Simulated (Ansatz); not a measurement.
`[SiH3]C1(Br)O[SiH2]1` + H₂ → `BrC1O[SiH2]1` + SiH₄  (hydrogenolysis of a C–Si bond)

Computed with Ansatz on PBE0-D4/def2-TZVP structures; ΔE is electronic, products minus reactants. CCSD(T)/CBS is the MP2 limit (def2-TZVPP, def2-QZVPP) plus CCSD(T) − MP2 in def2-TZVPP, frozen cores. This one scheme is used for every species. Functionals use def2-TZVPP. B3LYP here is the variant with VWN-RPA as its local correlation; programs differ in this. For Br outer-core shells are correlated without core-valence functions, which leaves a few kJ/mol of doubt a bond. Scalar relativity is left out up to krypton.

Q: Is it downhill or uphill in electronic energy at CCSD(T)/CBS, and by how much? (An estimate is asked.)

A: Ansatz gave: Downhill: ΔE = -15.0 kJ/mol.

Q: What do these levels give: LDA (SPW92), B3LYP-D4, BLYP, r2SCAN, MP2/def2-QZVPP, MP2/CBS(def2)? (An estimate is asked.)

A: Computed: LDA (SPW92) -17.3, B3LYP-D4 -19.1, BLYP -32.5, r2SCAN -18.8, MP2/def2-QZVPP -9.1, MP2/CBS(def2) -6.8 kJ/mol.

Largest T1 diagnostic among the species: 0.013.

The D4 term adds +15.4 kJ/mol with B3LYP and +8.4 kJ/mol with PBE0; it sums over pairs of atoms, weighted by their polarisabilities, and B3LYP, whose exchange is more repulsive, gets the larger term. In def2-TZVPP, CCSD(T) changes the Hartree–Fock value by +30.9 kJ/mol (the triples alone add +6.8 kJ/mol) and MP2 by +39.1 kJ/mol.
